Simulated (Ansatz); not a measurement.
Species: Zn, charge 0, singlet.

Total energies in aug-cc-pwCVTZ-DK, 20 correlated electrons, 5 frozen orbitals. Radicals and triplets start from unrestricted determinants; spin-orbit coupling is neglected. The -DK rows use spin-free X2C, correlate 3s3p of the metal (1s2s2p frozen) and give its partners the cc-pVXZ-DK valence sets.

| method | program | energy (Eh) | minus CCSDT(Q) (mEh) |
|---|---|---|---|
| HF | Ansatz | -1794.27609 | 956.07 |
| MP2 | Ansatz | -1795.30527 | -73.10 |
| CCSD | Ansatz | -1795.20709 | 25.08 |
| CCSD(T) | Ansatz | -1795.23470 | -2.54 |
| CCSDT(Q) | Ansatz | -1795.23216 | 0.00 |

Ansatz is a quantum-chemistry and plane-wave program.
